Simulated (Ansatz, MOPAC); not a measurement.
Species: CaO, net charge 0, singlet state. SMILES: [O]=[Ca]

Atoms: Ca1, O2. Bonds: Ca1-O2.

Bond lengths (Å) and angles (degrees) optimised at PM6 with MOPAC; PM7 with MOPAC; B3LYP/LANL2DZ with Ansatz (a first-principles code); MP2/6-31G* with LANL2DZ past Ar with Ansatz, each started from the B3LYP-D3(BJ)/def2-TZVP structure (Ansatz) of the last column. A row stands for all coordinates that are equal there. 6-31G* holds six Cartesian d functions.

```json
[
 {"coordinate": "Ca1-O2", "PM6": "1.917", "PM7": "1.783", "B3LYP/LANL2DZ": "2.116", "MP2/6-31G* with LANL2DZ past Ar": "2.008", "B3LYP-D3(BJ)/def2-TZVP": "1.824"}
]
```

Mean signed difference of all 1 bond lengths from B3LYP-D3(BJ)/def2-TZVP: PM6 0.093 Å, PM7 -0.041 Å, B3LYP/LANL2DZ 0.292 Å, MP2/6-31G* with LANL2DZ past Ar 0.184 Å.
